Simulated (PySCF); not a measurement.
NbCl₃, SMILES [Cl][Nb]([Cl])[Cl] (connectivity only; charge and spin as stated), neutral, multiplicity 3. Atoms are numbered in the order given.

```xyz
4

Nb     0.0000     0.0000     0.0844
Cl     0.0000     2.0903     1.0099
Cl     0.0000    -2.0903     1.0099
Cl     0.0000     0.0000    -2.2234
```
Charge 0, spin multiplicity 3.

Geometry: PBE-D3(BJ)/def2-SVP. The geometry has at least one imaginary mode, so it is a saddle point at that level. The spin state was assumed, not searched. The def2 effective core potentials stand for the cores of Nb; spin–orbit coupling is left out.

Calculation: PBE/def2-TZVPD in PySCF.

Mulliken values depend strongly on the basis, most of all with diffuse functions as here. ESP charges are fitted to the potential on shells at 1.4 to 2.0 van der Waals radii. Atomic charges (e):

| atom | Mulliken | ESP fit | Mulliken spin |
|---|---|---|---|
| Nb1 | 1.10 | … | 2.11 |
| Cl2 | -0.35 | … | -0.06 |
| Cl3 | -0.35 | … | -0.06 |
| Cl4 | -0.39 | … | 0.02 |

Task: Fill in the missing entries. (The exact figures need the calculation; the answer reports its results.)

Result: 
- Nb1, ESP fit: 0.35
- Cl2, ESP fit: -0.09
- Cl3, ESP fit: -0.09
- Cl4, ESP fit: -0.17
